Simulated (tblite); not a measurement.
ClTe (SMILES Cl[Te+]), charge +1, singlet, at a GFN2-xTB geometry; GFN1-xTB (tblite).

Input for tblite:
```
$ tblite run mol.xyz --method gfn1 --charge 1 --spin 0 --guess eeq --json tblite.json --no-restart

# file mol.xyz
2

Te    -0.00000000    -0.00000000    -0.54662571
Cl     0.00000000     0.00000000     1.67203160
```

What the program printed (banner, timings and long lists left out):

```
xTB calculator
 | screened Coulomb repulsion
 | Coulomb electrostatics
 |  * isotropic Klopman-Ohno-Mataga-Nishimoto electrostatics
 |  * onsite third-order electrostatics
 | DFT-D3(BJ) dispersion correction

halogen bonding energy    0.0000000000000E+00 Eh
repulsion energy          8.7336346450826E-03 Eh
dispersion energy        -4.6528484227449E-04 Eh
number of electrons       1.2000000000000E+01 e
integral cutoff           2.5289693214950E+01 bohr

------------------------------------------------------------
  cycle        total energy    energy error   density error
------------------------------------------------------------
      1     -6.652237991116  -6.6605063E+00   1.0048637E+00
      2     -6.110194041698   5.4204395E-01   1.2898899E+00
      3     -7.413212699966  -1.3030187E+00   3.8049676E-01
      4     -7.440117599618  -2.6904900E-02   2.5740194E-01
      5     -7.446023345289  -5.9057457E-03   2.1835717E-01
      6     -7.466747466490  -2.0724121E-02   5.4368480E-02
      7     -7.467369973287  -6.2250680E-04   2.5453178E-02
      8     -7.467573106865  -2.0313358E-04   4.5235373E-03
      9     -7.467581978317  -8.8714521E-06   2.2436358E-03
     10     -7.467585183924  -3.2056071E-06   8.6650087E-05
     11     -7.467585185196  -1.2717836E-09   1.4456618E-05
------------------------------------------------------------

electronic energy        -7.4758535349988E+00 Eh
total energy             -7.4675851851960E+00 Eh

Post processing:
 | Mayer-Wiberg bond orders

[Info] JSON dump of results written to 'tblite.json'
```
